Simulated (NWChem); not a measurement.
CH₄BF; SMILES FBC

All runs: NWChem. Medium grid unless said otherwise, to which SCAN and Minnesota functionals are sensitive. Structure relaxed at the PBE0/def2-SVP level. Total energies of different functionals are on different scales.

```
level                                                               energy (Ha)  highest occupied level (eV)  orbital gap (eV)  dipole (D)
------------------------------------------------------------------  -----------  ---------------------------  ----------------  ----------
B3LYP/def2-SVP                                                        -165.1414                        -8.62              8.10        1.23
PBE/def2-SVP                                                          -164.9312                        -7.25              5.92        1.17
LC-BLYP (range parameter 0.33 per bohr)/def2-SVP                      -164.7564                       -11.14             12.95        1.19
OLYP/def2-SVP                                                         -165.0758                        -7.18              6.06        1.16
MPW1K/def2-SVP                                                        -165.0893                       -10.05             10.48        1.34
TPSSh/def2-SVP                                                        -165.1426                        -8.09              7.35        1.18
PW6B95/def2-SVP                                                       -165.3239                        -8.98              8.66        1.26
PBE0/def2-SVP                                                         -164.9503                        -8.86              8.57        1.26
r2SCAN0/def2-SVP                                                      -165.0286                        -9.11              9.08        1.31
PW91/def2-SVP                                                         -165.0643                        -7.32              5.93        1.17
LC-wPBE (HJS exchange hole, range parameter 0.4 per bohr)/def2-SVP    -165.0220                       -11.70             13.86        1.22
```
